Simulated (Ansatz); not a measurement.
Compare A (`[OH][GeH]([F])[SiH3]`) with its isomer B (`O[SiH2][GeH2][F]`).

Computed with Ansatz on PBE0-D4/def2-TZVP structures; ΔE is electronic, products minus reactants. CCSD(T)/CBS adds triple-zeta CCSD(T) − MP2 to the extrapolated MP2 energy (def2 sets, frozen cores). DFT in def2-TZVPP. B3LYP here is the variant with VWN-RPA as its local correlation; programs differ in this. For Ge outer-core shells are correlated without core-valence functions, which leaves a few kJ/mol of doubt a bond. Scalar relativity is left out up to krypton. Each species was taken in one conformer, which may not be the lowest.

Task: Which is lower in electronic energy at CCSD(T)/CBS, and by how much? (Best estimate.)

Result: Computed: B, by 8.7 kcal/mol.

Task: Give E(B) − E(A) in kcal/mol with PBE-D4, PBE0-D4, CCSD(T)/def2-TZVPP, HF/def2-TZVPP, B3LYP, CCSD/def2-TZVPP, r2SCAN-D4. (Estimate.)

Result: Computed: PBE-D4 -8.1, PBE0-D4 -8.6, CCSD(T)/def2-TZVPP -7.6, HF/def2-TZVPP -8.4, B3LYP -8.8, CCSD/def2-TZVPP -7.9, r2SCAN-D4 -8.9. None reverses the order clearly.

Largest T1 diagnostic: 0.013.
